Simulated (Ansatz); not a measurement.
```yaml
atoms:
  - { symbol: S, position_ang: [0.0000, 0.0000, -0.8758] }
  - { symbol: S, position_ang: [0.0000, 0.0000, 0.8758] }
```

Basis set: cc-pVTZ (spherical functions). Left uncorrelated: 10 orbitals. Charge 0, multiplicity 3.

Computed with Ansatz (development build ahead of 0.2.0); each method stands on the lowest determinant of its kind that the runs found.

The atomization energy at this shape (free ground-state atoms in the same class of orbitals less the molecule, no zero-point energy) of triplet S₂:

| method | atomization energy |
| --- | --- |
| UHF | 1.79 eV |

(1) What does UHF-MP2 give?

Results:

(1) 3.78 eV. Caution: the shape is not the minimum.
